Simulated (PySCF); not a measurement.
**How methods differ on the ionisation energy of As⁺**

As⁺ [Ar] 3d10 4s2 4p2 (3P) → As²⁺ [Ar] 3d10 4s2 4p1 (2P), as a difference of total energies. Calculation: PySCF 2.14, in def2-TZVPPD; the non-relativistic Hamiltonian (point nucleus). Correlated levels: valence: [Ar] 3d10 frozen; valence and next inner shell: [Ne] frozen. The calculations carry no spin-orbit coupling.

```json
{"method": "UHF", "ionisation energy (eV)": "17.971"}
{"method": "LDA", "ionisation energy (eV)": "18.661"}
{"method": "PBE", "ionisation energy (eV)": "18.511"}
{"method": "PBE0", "ionisation energy (eV)": "18.560"}
{"method": "r2SCAN", "ionisation energy (eV)": "18.718"}
{"method": "BLYP", "ionisation energy (eV)": "18.331"}
{"method": "B2PLYP", "ionisation energy (eV)": "18.396"}
{"method": "MN15", "ionisation energy (eV)": "18.635"}
{"method": "TPSSh", "ionisation energy (eV)": "18.561"}
{"method": "MP2 (valence)", "ionisation energy (eV)": "18.345"}
{"method": "SCS-MP2 (valence)", "ionisation energy (eV)": "18.270"}
{"method": "MP2 (valence and next inner shell)", "ionisation energy (eV)": "18.446"}
{"method": "SCS-MP2 (valence and next inner shell)", "ionisation energy (eV)": "18.337"}
```

Q: How much does correlation contribute at MP2 (valence and next inner shell)?

A: 18.446 − (17.971) = 0.475 eV, measured against UHF.

A first-order spin-orbit estimate (lowest level to lowest level, LS coupling) adds -0.032 eV.

These non-relativistic numbers lack the scalar-relativistic shift.

Errors of the correlated levels include the incompleteness of this basis and the frozen core.

For comparison: 18.589 eV (measured; NIST Atomic Spectra Database, ionization energies).
